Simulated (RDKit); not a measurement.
Input file for RDKit: UFF on H4SeSi (SMILES [SiH3][SeH]).

```python
from rdkit import Chem
from rdkit.Chem import AllChem, rdDetermineBonds

blocks = [
'''6

Si    0.61402893   -1.35464198    0.86010965
Se   -0.47343933    0.68384332    0.98736016
H     0.05015240   -2.15991716   -0.24270941
H     2.01749974   -0.99593806    0.57953026
H     0.48859011   -2.07772637    2.13964288
H    -1.75219666    0.08040352    1.39748303
''',
]
mol = None
for b in blocks:
    f = Chem.MolFromXYZBlock(b)
    rdDetermineBonds.DetermineBonds(f, charge=0)
    mol = f if mol is None else Chem.CombineMols(mol, f)
Chem.SanitizeMol(mol)
print(Chem.MolToSmiles(Chem.RemoveHs(mol)))
ff = AllChem.UFFGetMoleculeForceField(mol, vdwThresh=100.0, ignoreInterfragInteractions=False)
e = ff.CalcEnergy()
print(f'UFF energy {e:.6f} kcal/mol')
```

The log:

```
[SiH3][SeH]
UFF energy 1.281828 kcal/mol
```

The run finished.

Cost: around 0.010 core-seconds (rough).
